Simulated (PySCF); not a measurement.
Structure problem from calculated spectra and properties.

Formula: C5H6O2Si.

| Property | Result |
| --- | --- |
| 13C NMR | chemical shifts (computed TMS as zero) by class: 195.2 (1 C), 180.0 (1 C), 118.3 (1 C), 107.5 (1 C), -5.0 (1 C) ppm [GIAO PBE0/pcSseg-1] |
| 1H NMR | chemical shifts (computed TMS as zero) by class: 9.15 (1 H), 4.61 (2 H), 0.52 (3 H) ppm [GIAO PBE0/pcSseg-1] |
| Rotational structure | rotational constants A, B, C: 3.192, 0.762, 0.622 GHz [GFN2-xTB] |
| NMR, other nuclei | isotropic shieldings of nuclei other than C and H, by class: -384 (1 O), -368 (1 O), 415 (1 Si) ppm [GIAO PBE0/pcSseg-1] |
| Polarisability | 94.4 au [PBE0/def2-SVPD] |
| Dipole | 2.40 D [PBE0/def2-SVPD] |
| Triplet | lowest triplet excitation (Tamm–Dancoff): 2.01 eV [TDA PBE0/def2-SVPD] |
| UV, strongest line | among the 8 lowest singlet transitions: S4 at 4.70 eV (264 nm, f = 0.162) [TDDFT PBE0/def2-SVPD] |

Gas-phase values; electronic properties from PySCF, density fitting. Levels stand in brackets. One conformer (not necessarily the lowest) at the GFN2-xTB geometry, without solvent, vibrations or thermal averaging. NMR values are class means; diastereotopic atoms form classes of their own.

Question: Propose a structure and show how it fits.

Answer: Numbering: `[CH3:1][SiH2:2][C:3]#[C:4][C:5](=[O:6])[CH:7]=[O:8]`. Its formula, C5H6O2Si, gives 4 degrees of unsaturation: 0 rings and 4 π bonds in the structure found. 5 carbons fall into 5 classes; from least to most shielded: aldehyde carbon [C7] (195.2 ppm), ketone carbonyl carbon [C5] (180.0 ppm), alkyne carbon [C3] (118.3 ppm), alkyne carbon [C4] (107.5 ppm), Si-methyl carbon [C1] (-5.0 ppm). Hydrogen classes from least to most shielded: 1 H on an aldehyde carbon, C7 (9.15 ppm), 2 H on an SiH2 silicon, Si2 (4.61 ppm), 3 H on an Si-methyl carbon, C1 (0.52 ppm). The other shieldings belong to: -384 ppm, aldehyde oxygen [O8]; -368 ppm, ketone oxygen [O6]; 415 ppm, SiH2 silicon [Si2]. The optimised geometry has point group Cs and is an asymmetric top. Structure: `C[SiH2]C#CC(=O)C=O`. Computed isomers that give other values at the same levels: `O=COC1=C[SiH2]C=C1` (13C chemical shifts (computed TMS as zero) by class: 167.7 (1 C), 163.3 (1 C), 155.0 (1 C), 136.2 (1 C), 111.2 (1 C) ppm); `C[SiH]1C(=O)C=CC1=O` (13C chemical shifts (computed TMS as zero) by class: 244.8 (2 C), 151.9 (2 C), -10.1 (1 C) ppm); `O=C1C=CC(=O)C1[SiH3]` (13C chemical shifts (computed TMS as zero) by class: 208.3 (2 C), 153.8 (2 C), 47.3 (1 C) ppm). The assignments are read from this structure; whether some other isomer fits the data as well wasn't checked.

Conformer computed: `[CH3:1][SiH2:2][C:3]#[C:4][C:5](=[O:6])[CH:7]=[O:8]`: C4–C5–C7–O8 0°.
